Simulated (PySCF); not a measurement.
NaAs⁺: from constants to spectrum

UHF-CCSD(T) constants of NaAs⁺, ⁴Σ⁻ (quartet), unpaired electrons σ ↑, π ↑↑ (Na pcseg-1, As pcseg-1; no relativity (PySCF 2.14); masses 22.9898 and 74.9216 u):

```
ωe              : 93.3 cm⁻¹
ωexe            : 1.18 cm⁻¹
Be              : 0.087194 cm⁻¹
αe              : 0.00130 cm⁻¹
D (centrifugal) : 3.05e-07 cm⁻¹
De to Na⁺ + As  : 0.204 eV
```

Give the vibrational terms G(v) and spacings up to v = 6.

G(v) = ωe(v+½) − ωexe(v+½)².

| v | G(v) (cm⁻¹) | G(v) − G(v−1) | Bv (cm⁻¹) |
| --- | --- | --- | --- |
| 0 | 46.4 |  | 0.08654 |
| 1 | 137.3 | 90.9 | 0.08524 |
| 2 | 225.9 | 88.6 | 0.08394 |
| 3 | 312.1 | 86.2 | 0.08264 |
| 4 | 396.0 | 83.9 | 0.08134 |
| 5 | 477.5 | 81.5 | 0.08004 |
| 6 | 556.6 | 79.1 | 0.07874 |

How well does the Morse estimate ωe²/(4ωexe) reproduce De, and what is D0?

It gives 0.229 eV, 112 % of the computed De. D0 = De − G(0) = 0.204 − 0.006 = 0.198 eV.

Correlated steps freeze 10 core orbitals. The bond is weak. Basis-set superposition, not corrected here, can be much of De in a small basis, most of all at correlated wavefunction levels. Spin–orbit coupling is left out. For an ion De counts to the pair picked by the measured ionisation energies or electron affinities, which need not be the lowest pair at this level. The state was picked by a PBE0 search and need not be the measured ground state.
